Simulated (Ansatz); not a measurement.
Program: Ansatz. Geometries: PBE0-D4/def2-TZVP. ΔE: electronic, gas phase. CCSD(T)/CBS is the MP2 limit (def2-TZVPP, def2-QZVPP) plus CCSD(T) − MP2 in def2-TZVPP, frozen cores. This one scheme is used for every species. Functionals use def2-TZVPP. B3LYP here is the variant with VWN-RPA as its local correlation; programs differ in this. For Se outer-core shells are correlated without core-valence functions, which leaves a few kJ/mol of doubt a bond. Scalar relativity is left out up to krypton. Each species was taken in one conformer, which may not be the lowest.

Reaction (formal exchange of groups at a B–C bond): `CB(F)[SeH]` + SiH₄ → `FB([SiH3])[SeH]` + CH₄

```csv
level,ΔE (kcal/mol),difference from CCSD(T)/CBS
PBE-D4,3.4,-2.4
r2SCAN-D4,5.3,-0.5
PBE0-D4,4.8,-1.0
B3LYP-D4,5.3,-0.5
ωB97X-V,6.2,0.4
B2PLYP,6.2,0.4
PBE,3.7,-2.1
r2SCAN,5.4,-0.4
PBE0,5.1,-0.7
SCS-MP2/def2-TZVPP,7.1,1.3
CCSD/def2-TZVPP,6.7,0.9
CCSD(T)/def2-TZVPP,6.2,0.4
SCS-MP2/def2-QZVPP,6.9,1.1
HF/CBS(def2),9.0,3.2
MP2/CBS(def2),6.7,0.9
CCSD/CBS(def2),6.4,0.6
CCSD(T)/CBS,5.8,0
```

Largest T1 diagnostic among the species: 0.013.

From PBE to PBE0 (25 % exact exchange), in def2-TZVPP and without D4, ΔE moves by +1.4 kcal/mol. In def2-TZVPP, CCSD(T) changes the Hartree–Fock value by −2.7 kcal/mol (the triples alone add −0.6 kcal/mol) and MP2 by −1.9 kcal/mol.
